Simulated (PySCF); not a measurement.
GeH2I2, SMILES [I][GeH2][I]. Geometry: PBE-D3(BJ)/def2-SVP. The def2 effective core potentials stand for the cores of I; spin–orbit coupling is left out.

Computed equilibrium geometry at PBE-D3(BJ)/def2-SVP (PySCF confirms it by a frequency run) as Cartesian coordinates in Å, and its point group:
point group C2v.
```xyz
5

Ge     0.0000     0.0000     1.0732
I      2.0898     0.0000    -0.3602
I     -2.0898     0.0000    -0.3602
H      0.0000     1.2947     1.9212
H      0.0000    -1.2947     1.9212
```
Charge 0, spin multiplicity 1.
